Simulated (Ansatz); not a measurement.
Consider the redistribution: `[SiH3][SiH]1CCS1` + `[OH][GeH2][SH]` → `C1CS[SiH2]1` + `[OH][GeH]([SiH3])[SH]`.

Isolated molecules relaxed with PBE0-D4/def2-TZVP in Ansatz; ΔE leaves out vibrations. CCSD(T)/CBS is the MP2 limit (def2-TZVPP, def2-QZVPP) plus CCSD(T) − MP2 in def2-TZVPP, frozen cores. DFT in def2-TZVPP. B3LYP here is the variant with VWN-RPA as its local correlation; programs differ in this. For Ge outer-core shells are correlated without core-valence functions, which leaves a few kJ/mol of doubt a bond. Scalar relativity is left out up to krypton. One conformer a species, not always the lowest.

Q: Is it downhill or uphill in electronic energy at CCSD(T)/CBS, and by how much? (Best estimate.)

A: Ansatz gave: Downhill: ΔE = -0.16 eV.

Q: What do these levels give: PBE-D4, r2SCAN-D4, PBE0-D4, ωB97M-V, B2PLYP, PBE0, B3LYP, CCSD/def2-TZVPP, CCSD(T)/def2-TZVPP, MP2/def2-QZVPP, MP2/CBS(def2), CCSD/CBS(def2)? (Estimate.)

A: Computed: PBE-D4 -0.11, r2SCAN-D4 -0.13, PBE0-D4 -0.12, ωB97M-V -0.18, B2PLYP -0.17, PBE0 -0.13, B3LYP -0.18, CCSD/def2-TZVPP -0.16, CCSD(T)/def2-TZVPP -0.15, MP2/def2-QZVPP -0.17, MP2/CBS(def2) -0.18, CCSD/CBS(def2) -0.17 eV.

Largest T1 diagnostic among the species: 0.012.
